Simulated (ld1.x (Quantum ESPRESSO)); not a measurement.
**cadmium (Cd), TM semilocal: configuration errors across variants**

ld1.x (Quantum ESPRESSO) 7.5 input, shortened:

```
&input
   title='Cd', zed=48., rel=1, dft='PZ', iswitch=3,
   config='[Kr] 4d10 5s1 5p1'
 /
 &inputp
   pseudotype=1, tm=.true., lloc=1,
   nlcc=.false.
 /
3
5S  1  0   1.00   0.00  2.05  2.05  0.0
4D  3  2  10.00   0.00  1.15  1.15  0.0
5P  2  1   1.00   0.00  2.75  2.75  0.0
 &test
   configts(1)='4d10 5s1 5p1'
 /
```

All-electron excitation energies from the reference (eV): (1) 4d10 5s2 5p0 -4.790; (2) 4d10 5s1 5p0 4.838; (3) 4d10 5s0 5p0 22.358; (4) 4d9 5s0 5p0 60.614; (5) 4d9 5s2 5p1 7.804; (6) 4d8 5s0 5p0 114.893; (7) 4d10 5s1.5 5p0 -0.914; (8) 4d10 5s1 5p1 spin -0.509; (9) 4d10 5s1 5p0 spin 4.649.

Spin tests fill each open shell by Hund’s rule, majority spin first.

In the semilocal form every listed channel keeps its own potential, so the choice of the local channel does not act on these tests. It acts once the file is put into the separable form.

A semilocal file is local in each channel, so a ghost entry of none says nothing of the separable form that plane-wave codes build from it.

2 further variants failed, have other tests or too few solved ones, and are left out.

A true bound ghost makes a file unfit for plane-wave use even where its test errors are small: the radial tests pick states by their node count and pass the ghost by.

Errors AE − PS in meV (a dash: test not solved or not reliable):

```csv
change,(1),(2),(3),(4),(5),(6),(7),(8),(9),bound ghosts
base,+1.2,-1.8,-5.4,+46,-95,-45,-0.2,+11,+4.8,none
"all radii scaled by about 0.73 (s 1.50, p 2.02, d 0.84 bohr)",+7.5,-0.4,+16,+7.2,+152,-162,+0.8,+15,+15,none
wave 4d (bound): rc 1.15 bohr becomes 4d (bound): rc 1.66 bohr,+1.3,-1.7,-4.4,+37,-96,-72,-0.2,+11,+4.7,none
wave 5s (bound): rc 2.05 bohr becomes 5s (bound): rc 2.10 bohr,+1.2,-1.8,-5.5,+47,-97,-43,-0.2,+12,+4.9,none
local potential the s channel,+1.2,-1.8,-5.4,+46,-95,-45,-0.2,+11,+4.8,none
"type ultrasoft, which also changes the form from semilocal to separable; waves now 5s (bound): rcut 1.80, rcutus 2.05 bohr; 5s channel at -0.25 Ry: rcut 1.80, rcutus 2.05 bohr; 5p (bound): rcut 2.40, rcutus 2.75 bohr; 5p channel at 3.05 Ry: rcut 2.40, rcutus 2.75 bohr; 4d (bound): rcut 1.00, rcutus 1.15 bohr; 4d channel at 0.5 Ry: rcut 1.00, rcutus 1.15 bohr; local potential all-electron potential smoothed inside 1.55 bohr (lloc = -1); augmentation PSQ, inside the norm-conserving radii",+3.5,-0.9,+14,-48,-20,-310,+0.1,+9.8,+7.5,s
core correction a·sin(br)/r model core inside 1.30 bohr,-0.9,-2.7,-25,-43,-115,-320,-0.7,+2.6,-2.2,none
wave 5p (bound): rc 2.75 bohr becomes 5p (bound): rc 2.04 bohr,+1.1,-1.0,-3.9,+32,-86,-78,+0.1,+10,+5.6,none
core correction a·sin(br)/r model core inside 0.78 bohr,-1.0,-2.7,-26,-44,-120,-334,-0.7,+2.5,-2.3,none
```

(1) Give the same row for: wave 4d (bound): rc 1.15 bohr becomes 4d (bound): rc 1.42 bohr.

Results:

(1) +1.3, -1.7, -5.2, +43, -96, -52, -0.2, +11, +4.8; bound ghosts: none.
